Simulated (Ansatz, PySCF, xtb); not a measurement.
Breaking the Cd1–H2 bond in BrCdH (SMILES [Br][CdH]) (multiplicity 1 held, fragments rigid). Energies count from the point at 1.659 Å.
Geometry at that point (charge 0, multiplicity 1):
```xyz
3

Cd     0.0000     0.0000    -0.9978
H      0.0000     0.0000    -2.6564
Br     0.0000     0.0000     1.4443
```

Unrestricted levels (U-) break spin symmetry where that is lower. Curves can end on different states.

Rows in 3-21G carry no dispersion term and start afresh at each structure; the Pople sets are all-electron and without relativity.

The values were computed with Ansatz (a first-principles code) with Gaussian orbitals; PySCF for 3-21G rows; xtb for the GFN methods.  In def2 rows elements past Kr take small-core potentials, without spin–orbit coupling. The GFN methods have no spin term and hold the electronic entropy of 300 K.

Problem. One of these levels gives 87.99 kcal/mol for the energy at R = 5.308 Å. Which?
A) U-wB97X-V/def2-TZVPP
B) U-HF/def2-TZVPP
C) R-HF/3-21G
D) GFN2-xTB

Solution. D, GFN2-xTB. The others give 136.42 (R-HF/3-21G), 49.83 (U-HF/def2-TZVPP), 74.53 (U-wB97X-V/def2-TZVPP)

Doubts at one or more of the structures used: a restricted determinant that unrestricted orbitals would lower (R-HF/3-21G); a spin-contaminated determinant (U-HF/def2-TZVPP, U-wB97X-V/def2-TZVPP).
